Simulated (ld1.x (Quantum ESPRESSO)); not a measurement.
## Ranking TM potentials for C

All share these settings but for the change named:

* Element: C
* Generator: ld1.x (Quantum ESPRESSO) 7.5
* Type: norm-conserving Troullier–Martins (Kleinman–Bylander form)
* Functional: LDA (PZ)
* Relativity: scalar-relativistic
* Frozen core: [He]
* Valence charge: 4
* Reference configuration: 2s1 2p3
* Partial waves: 2s (bound): rc 1.15 bohr; 2p (bound): rc 2.65 bohr; 3d channel at 0.2 Ry: rc 2.60 bohr
* Local potential: all-electron potential smoothed inside 1.20 bohr (lloc = -2)
* Core correction: none

Test errors are all-electron minus pseudo excitation energies from the reference, over 2s2 2p2; 2s2 2p1; 2s2 2p0; 2s1 2p0; 2s0 2p4; 2s2 2p1.5; 2s1 2p2. None of these files shows a bound ghost.

The base gives 2224.0 meV.

Of 5 variants that were run, those that failed, showed a ghost or another fault, or gave nearly equal values are left out.

Question: Rank these variants by their largest absolute test error, smallest first.
A. all radii scaled by about 1.38 (s 1.58, p 3.66, d 3.60 bohr); local potential all-electron potential smoothed inside 1.66 bohr (lloc = -2)
B. all radii scaled by about 0.91 (s 1.04, p 2.42, d 2.38 bohr); local potential all-electron potential smoothed inside 1.10 bohr (lloc = -2)
C. all radii scaled by about 1.15 (s 1.32, p 3.04, d 2.98 bohr); local potential all-electron potential smoothed inside 1.38 bohr (lloc = -2)
D. all radii scaled by about 0.80 (s 0.92, p 2.12, d 2.08 bohr); local potential all-electron potential smoothed inside 0.96 bohr (lloc = -2)
E. all radii scaled by about 1.25 (s 1.44, p 3.30, d 3.24 bohr); local potential all-electron potential smoothed inside 1.50 bohr (lloc = -2)

Answer: D (1126.9 meV), B (1640.2 meV), C (3212.5 meV), E (3951.9 meV), A (5391.7 meV).
